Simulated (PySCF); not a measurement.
Species: SiBr4.
Atom-mapped SMILES: `[Br:1][Si:2]([Br:3])([Br:4])[Br:5]`

Method used: PySCF, PBE0-D3(BJ)/def2-SVP geometry optimisation, gas phase.

(1) What internal coordinates does the optimisation give?

Results:

(1) 
```
                    bond  length (bohr)
Br1–Si2 and 3 like bonds          4.162
```

Bonds in one row agree within 0.02 bohr and their mean is given. A selection of angles:
```
      angle  degrees
Br1–Si2–Br3    109.3
```

Si2 (four-coordinate silicon) is tetrahedral (angles from 109.2° to 109.8°). All 4 Br–Si bonds measure 2.202 to 2.203 Å.

Point group: Td (tolerance 0.08 Å). PBE0-D3(BJ)/def2-SVP frequencies: not computed here.

---

Species: SbF₃.
Bonds: Sb1–F2, Sb1–F3, Sb1–F4.

Level of theory: PBE0-D3(BJ)/def2-SVP geometry optimisation, gas phase, def2 core potentials past Kr (PySCF 2.14.0).

Question: What internal coordinates does the optimisation give?

Answer: 
```csv
bond,length (pm)
"Sb1–F2, Sb1–F3, Sb1–F4",191.8
```

Bonds in one row agree within 1 pm and their mean is given. A selection of angles:
```csv
angle,degrees
F2–Sb1–F3,95.1
```

Sb1 (antimony bonded to 3 F) is pyramidal (angles 95.2°, 95.1° and 95.0°, sum 285.3°, 1.00 Å off the plane of its three neighbours). All 3 F–Sb bonds measure 1.918 Å.

Point group: C3v (tolerance 0.08 Å). Stationary, but not proved a minimum.

The run took 15 s on Arm Neoverse N1, one thread, shared host with 64 logical CPUs at a one-minute load of 58, and the process peaked at 0.28 GiB of memory. That covers the optimisation of the geometry.
